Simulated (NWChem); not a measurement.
HBF2S

```xyz
5

B     -0.1163     0.4508     0.0000
F     -1.3666     0.8645     0.0000
F      0.8436     1.3562     0.0000
S      0.2323    -1.3174     0.0000
H      1.5729    -1.1613     0.0000
```
Charge 0, spin multiplicity 1.

All runs are NWChem calculations. Structure: optimised with PBE0/def2-SVP, a minimum by its harmonic frequencies. It is one conformer; others weren't searched.

Symmetry labels belong to the abelian group Cs used in the runs, with the axes of the coordinates shown.

B3LYP has NWChem's definition, with VWN1-RPA local correlation. The Pople sets run with spherical d functions. The structure started from a generated list of species.

List the lowest 4 singlet excitations that TD-B3LYP/6-31+G* (spherical d), VWN1-RPA local correlation gives, with oscillator strengths.


```tsv
state	symmetry	energy (eV)	wavelength (nm)	f
1	a"	6.47	192	0.038
2	a"	7.24	171	0.037
3	a'	7.39	168	0.141
4	a"	8.07	154	0.002
```
